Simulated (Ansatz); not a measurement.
A nudged elastic band was laid between two geometries of BrH + F2H2OSi (8 atoms, charge 0, multiplicity 1).

Theory: RKS BLYP/def2-SVP (Ansatz).

```json
{
 "movable images": "7",
 "climbing image": "yes",
 "spring": "5.0 eV/Å²",
 "optimiser": "quadratic models (default)",
 "start path": "through a guess of the saddle point",
 "force threshold": "0.2 eV/Å",
 "iteration limit": "60",
 "end points": "relaxed"
}
```

First end point:

```xyz
8
Properties=species:S:1:pos:R:3
Si -0.840 0.830 0.218
O -0.012 -0.615 0.214
F -2.255 0.669 -0.566
F -1.219 1.258 1.740
H 0.019 1.840 -0.426
H 1.738 -1.088 -0.603
Br 3.003 -1.495 -1.193
H -0.434 -1.400 0.615
```

Last end point:

```xyz
8
Properties=species:S:1:pos:R:3
Si 0.132 1.114 -0.263
O 0.000 -1.955 0.384
F -0.940 0.287 -1.174
F -0.176 0.767 1.302
H -0.142 2.558 -0.457
H -0.780 -1.855 -0.198
Br 2.225 0.651 -0.818
H -0.317 -1.566 1.224
```

Problem. What changes between the two ends?

Solution. Bonds broken: Si1–O2, H6–Br7. Bonds formed: Si1–Br7, O2–H6. BrH + F2H2OSi becomes BrF2HSi + H2O.

Problem. What energy profile does the band end with?

Solution. The forces met the threshold. The highest image is number 4 of 0 to 8, 0.91 eV above the first end and 0.57 eV above the last; the last end lies 0.34 eV above the first. The threshold of 0.2 eV/Å is loose, so the images may lie well off the minimum-energy path. Another band between the same ends (7 images) ends at a top of the same energy, where a vibrational analysis finds 1 clearly imaginary mode. The orbitals stay closed-shell, which can raise the energy where a bond breaks towards radicals; this wasn't checked here.

```
image  path coordinate (Å)  energy (eV)  Si1–O2 (Å)  H6–Br7 (Å)  Si1–Br7 (Å)
    0                 0.00         0.00        1.67        1.45         4.71
    1                 0.84         0.01        1.67        1.45         4.47
    2                 1.69         0.03        1.67        1.45         4.08
    3                 2.53         0.24        1.69        1.49         3.34
    4                 3.38         0.91        1.84        1.92         2.71
    5                 4.33         0.78        2.04        2.40         2.41
    6                 5.28         0.55        2.37        2.78         2.29
    7                 6.24         0.39        2.92        3.42         2.23
    8                 7.19         0.34        3.14        3.96         2.22
```

Problem. What is the geometry of the highest image?

Solution. 
```xyz
8
Properties=species:S:1:pos:R:3
Si -0.324 0.680 -0.080
O 0.338 -0.830 0.739
F -1.414 0.370 -1.244
F -1.349 0.916 1.189
H 0.505 1.894 -0.067
H 0.941 -1.225 -0.073
Br 1.597 -0.379 -1.670
H -0.293 -1.426 1.205
```

Run time: 110 s on 2 threads of Arm Neoverse V2 (shared host), peak memory 0.15 GiB.
